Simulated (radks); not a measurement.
Valence configurations of neutral strontium (all share [Kr]). All-electron calculation, Dirac Kohn-Sham, PBE, spin-unpolarised, spherical densities, finite nucleus; open shells fill j = l - 1/2 first; Fermi nuclear charge, rms radius 4.224 fm. Program: a radial shooting solver on a logarithmic mesh with Libxc functionals. Energies are relative to 5s2; eigenvalues in eV.

valence          E (eV)  e(4d3/2)  e(5p1/2)  e(5s1/2)
5s2               0.000         -         -    -3.526
4d0.5 5s1.5       1.134    -1.052         -    -3.362
5s1 5p1           2.252         -    -1.849    -4.153
4d1 5s1           2.303    -0.918         -    -3.278
4d0.5 5s0.5 5p1   3.282    -1.820    -1.753    -3.944
4d1.5 5s0.5       3.489    -0.870         -    -3.252
5p2               4.605         -    -2.282         -
4d2               4.682    -0.881         -         -

NIST lists [Kr] 5s2 as the ground configuration; this level of theory agrees among the configurations tried. The energies are those of spherical spin-averaged densities, not of single terms.
